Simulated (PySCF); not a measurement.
Polarisability and C₆ of C⁻ (carbon, charge -1)

[He] 2s2 2p3, high-spin 4S determinant. All numbers are calculated (PySCF 2.14, the non-relativistic Hamiltonian (point nucleus), in aug-cc-pwCVQZ). Coupled (time-dependent) response in atomic units; α is the mean over directions.

| method | mean α (bohr³) | C₆ (like pair) | S(−4) |
| --- | --- | --- | --- |
| UHF | 40.30 | 288.3 | 1124 |
| CAM-B3LYP | 50.47 | 389.4 | 2031 |

S(−4) is the Cauchy moment in α(ω) = α(0) + S(−4) ω² + …

α(iu) at CAM-B3LYP:

| u (hartree) | α(iu) (bohr³) |
| --- | --- |
| 0 | 50.47 |
| 0.0500 | 46.11 |
| 0.100 | 38.00 |
| 0.200 | 25.25 |
| 0.300 | 17.46 |
| 0.500 | 9.438 |
| 0.750 | 5.268 |
| 1.00 | 3.364 |
| 1.50 | 1.724 |
| 2.00 | 1.052 |
| 3.00 | 0.5129 |
| 5.00 | 0.2020 |

A single London oscillator, α(iu) = α/(1 + u²/ω²), gives C₆ = (3/4) ω α². Matching the computed C₆ needs ω = 4 × 389.4 / (3 × 50.47²) = 0.204 hartree.

For an ion, C₆ is the dispersion term alone; charge-induced terms of lower order in 1/R come first.
